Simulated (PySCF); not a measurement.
# Bonding in `CCP(P)C(F)(F)F`

Species: C₃H₇F₃P₂.
SMILES with atom numbers: `[CH3:1][CH2:2][P:3]([PH2:4])[C:5]([F:6])([F:7])[F:8]` (hydrogens: H9, H10, H11 on C1; H12, H13 on C2; H14, H15 on P4)

Geometry (GFN2-xTB, Å), atoms numbered from 1 in this order:
```
atom  x, y, z in Å
C1     2.152   -0.032    0.262
C2     0.881   -0.622   -0.333
P3    -0.406    0.703   -0.570
P4    -0.935    1.053    1.506
C5    -1.818   -0.501   -0.884
F6    -2.044   -1.368    0.119
F7    -2.970    0.153   -1.086
F8    -1.589   -1.241   -1.977
H9     2.536    0.770   -0.367
H10    2.918   -0.799    0.348
H11    1.956    0.372    1.255
H12    0.481   -1.406    0.319
H13    1.088   -1.055   -1.316
H14   -2.084    1.764    1.151
H15   -0.169    2.217    1.552
```

Bond orders from the PBE0/pcSseg-1 density (PySCF). The structure is a single GFN2-xTB conformer in the gas phase; no vibrational or solvent corrections.

(1) Where do the orders between heavy atoms depart from those drawn in the SMILES?

(2) Set the Mayer orders of the bonds beside their lengths.

## Answers

(1) The largest departure is 0.103, at P3–C5 (drawn single, 0.897).

(2) 
| bond | drawn as | length (Å) | Mayer order |
| --- | --- | --- | --- |
| C1–C2 | single | 1.523 | 1.045 |
| C2–P3 | single | 1.862 | 0.929 |
| P3–P4 | single | 2.171 | 0.998 |
| P3–C5 | single | 1.882 | 0.897 |
| C5–F6 | single | 1.344 | 0.964 |
| C5–F7 | single | 1.341 | 0.987 |
| C5–F8 | single | 1.340 | 0.978 |
| C1–H9 | single | 1.088 | 0.959 |
| C1–H10 | single | 1.088 | 0.964 |
| C1–H11 | single | 1.090 | 0.962 |
| C2–H12 | single | 1.094 | 0.926 |
| C2–H13 | single | 1.094 | 0.937 |
| P4–H14 | single | 1.397 | 0.934 |
| P4–H15 | single | 1.395 | 0.929 |

Bonds between the same two heavy elements. C–P: lowest P3–C5 (0.897, 1.882 Å), highest C2–P3 (0.929, 1.862 Å). C–F: lowest C5–F6 (0.964, 1.344 Å), highest C5–F7 (0.987, 1.341 Å).

Task: Sum the orders of all bonds at each heavy atom with more than one neighbour and set the sums beside the valence in the SMILES.

Result: C1 3.930 (drawn 4), C2 3.837 (drawn 4), P3 2.824 (drawn 3), P4 2.861 (drawn 3), C5 3.826 (drawn 4). Orders between atoms that aren't bonded are not in these sums.

For a closed shell the Mayer order of atoms A and B is Σ (PS)μν (PS)νμ over the basis functions μ on A and ν on B, with P the density and S the overlap matrix.
